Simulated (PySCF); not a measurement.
From one molecule to another.

First species: C₆H₁₁N.
SMILES: `C=CCN=C(C)C`

Second species: C₅H₁₅P₂ (charge +1).
InChI=1S/C5H14P2/c1-5(2,3)7(4)6/h6H2,1-4H3/p+1/t7-/m0/s1

Levels: CAM-B3LYP/def2-SVPD for HOMO energy, LUMO energy, HOMO–LUMO gap, static isotropic polarisability and electronic spatial extent ⟨r²⟩ about the centre of nuclear charge; TDDFT CAM-B3LYP/def2-SVPD for lowest singlet excitation; PBE0-D3(BJ)/def2-SVP for rotational constant A and rotational constant C. Geometries: PBE0-D3(BJ)/def2-SVP. All species are isolated and taken at one optimised geometry, non-relativistic unless stated; the electronic structure was computed with PySCF and density fitting.

Dipoles, sizes and rotational constants follow the conformer. The torsions of the flexible species, by atom-mapped SMILES:
- `[CH2:1]=[CH:2][CH2:3][N:4]=[C:5]([CH3:6])[CH3:7]`: C1–C2–C3–N4 138°, C2–C3–N4–C5 -152°
- `[CH3:1][P@H+:2]([PH2:3])[C:4]([CH3:5])([CH3:6])[CH3:7]`: C1–P2–C4–C5 58°, H–P3–P2–C1 154°, H–P3–P2–C1 60°

Which of the two has the higher HOMO energy, and by how much?

The first: -8.44 eV against -13.97 eV, a difference of 5.53 eV.

Which of the two has the higher rotational constant A, and by how much?

The first: 6.270 GHz against 2.203 GHz, a difference of 4.067 GHz.

Which has the higher rotational constant C?

The first: 1.107 GHz against 1.060 GHz, a difference of 0.047 GHz.

Which of the two has the higher HOMO–LUMO gap, and by how much?

The second: 10.13 eV against 9.54 eV, a difference of 0.59 eV.

Which has the higher LUMO energy?

The first: 1.10 eV against -3.84 eV, a difference of 4.94 eV.

Which has the higher S1 energy?

The second: 6.74 eV against 5.19 eV, a difference of 1.55 eV.

Which has the higher ⟨r²⟩?

The second: 1275 bohr² against 1114 bohr², a difference of 161 bohr².

Which has the higher static isotropic polarisability?

The second: 104.8 au against 84.1 au, a difference of 20.7 au.

On the first: S1 lies 4.35 eV below the HOMO–LUMO gap; its leading configuration is HOMO→LUMO, weight 0.67. The principal polarisabilities are 65.0, 77.3 and 110.1 au; their mean is the isotropic value.

On the second: The polarisability is 15.53 Å³ as a volume (1 au = 0.148185 Å³), or 1.42 au for each of the 74 electrons. No computed singlet falls in the visible range (750 to 380 nm, 1.65 to 3.26 eV); S1 lies 3.48 eV above its blue end.
